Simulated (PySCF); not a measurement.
A search over the determinants of CSe

Unrestricted PBE0; basis C cc-pVTZ, Se cc-pVTZ-PP with ECP10; scalar-relativistic core potentials; PySCF 2.14. Outer shells of the fragments: C 2s2 2p2; Se 3d10 4s2 4p4.

Followed along the bond (rough minima from three points):

```
2Ms+1    unpaired  ⟨S²⟩ at the start  R at minimum (Å)  Te (eV)
    1        none               0.00              1.67     0.00
    3    σ ↑, π ↑               2.11              1.72     2.74
    5  σ ↑, π ↑↑↑               6.01  none in the scan   ≤ 4.74
```

Solutions found at the starting distance of 1.825 Å, counted from the lowest of them; the search is not exhaustive and high or unbound solutions are not listed, so other states can lie among these:

```json
{"2Ms+1": "1", "unpaired": "none", "term": "¹Σ⁺", "E (eV)": "0.00", "⟨S²⟩": "0.00", "⟨Lz²⟩": "0.00", "μ (D)": "1.59"}
{"2Ms+1": "3", "unpaired": "σ ↑, π ↑", "term": "³Π", "E (eV)": "2.50", "⟨S²⟩": "2.11", "⟨Lz²⟩": "1.01", "μ (D)": "0.35"}
{"2Ms+1": "3", "unpaired": "π ↑↑", "term": "mixed", "E (eV)": "2.63", "⟨S²⟩": "2.01", "⟨Lz²⟩": "2.01", "μ (D)": "2.24"}
{"2Ms+1": "1", "unpaired": "σ ↑, π ↓", "term": "mixed", "E (eV)": "3.04", "⟨S²⟩": "1.02", "⟨Lz²⟩": "1.03", "μ (D)": "0.69"}
{"2Ms+1": "3", "unpaired": "π ↑↑", "term": "mixed", "E (eV)": "3.16", "⟨S²⟩": "2.01", "⟨Lz²⟩": "2.01", "μ (D)": "1.95"}
{"2Ms+1": "1", "unpaired": "π ↑↓", "term": "mixed", "E (eV)": "3.27", "⟨S²⟩": "1.01", "⟨Lz²⟩": "2.01", "μ (D)": "1.85"}
{"2Ms+1": "5", "unpaired": "σ ↑, π ↑↑↑", "term": "⁵Π", "E (eV)": "4.40", "⟨S²⟩": "6.01", "⟨Lz²⟩": "1.01", "μ (D)": "0.85"}
{"2Ms+1": "3", "unpaired": "σ ↑, π ↑↑↓", "term": "mixed", "E (eV)": "5.46", "⟨S²⟩": "3.01", "⟨Lz²⟩": "3.02", "μ (D)": "1.36"}
{"2Ms+1": "1", "unpaired": "σ ↑, π ↑↓↓", "term": "mixed", "E (eV)": "5.62", "⟨S²⟩": "2.02", "⟨Lz²⟩": "3.02", "μ (D)": "1.29"}
{"2Ms+1": "5", "unpaired": "π ↑↑↑↑", "term": "⁵Σ⁺", "E (eV)": "5.82", "⟨S²⟩": "6.02", "⟨Lz²⟩": "0.00", "μ (D)": "4.14"}
{"2Ms+1": "3", "unpaired": "σ ↑↑", "term": "³Σ⁺", "E (eV)": "6.94", "⟨S²⟩": "2.14", "⟨Lz²⟩": "0.00", "μ (D)": "-0.94"}
{"2Ms+1": "1", "unpaired": "σ ↑, π ↓", "term": "mixed", "E (eV)": "7.23", "⟨S²⟩": "1.01", "⟨Lz²⟩": "3.01", "μ (D)": "1.38"}
{"2Ms+1": "3", "unpaired": "σ ↑, π ↑", "term": "³Π", "E (eV)": "7.23", "⟨S²⟩": "2.01", "⟨Lz²⟩": "1.01", "μ (D)": "0.12"}
{"2Ms+1": "5", "unpaired": "σ ↑↑, π ↑↑", "term": "mixed", "E (eV)": "8.61", "⟨S²⟩": "6.02", "⟨Lz²⟩": "2.02", "μ (D)": "-0.73"}
```

A term symbol is given only where ⟨S²⟩ and ⟨Lz²⟩ are close to those of a pure state; real π, δ and φ orbitals otherwise mix terms. A positive dipole means C(−)Se(+).

Question: Compare the gap between the two lowest followed solutions at the starting distance with the gap between their minima.

Answer: At PBE0 the second solution (triplet, unpaired electrons σ ↑, π ↑) lies +2.50 eV from the first (singlet, closed shell) at 1.825 Å and +2.74 eV at the minima; the two curves relax by different amounts, since their minima lie near 1.72 and 1.67 Å.

Counting both spins, an empty level lies below a filled one in some of these solutions, because spin and occupation are held.
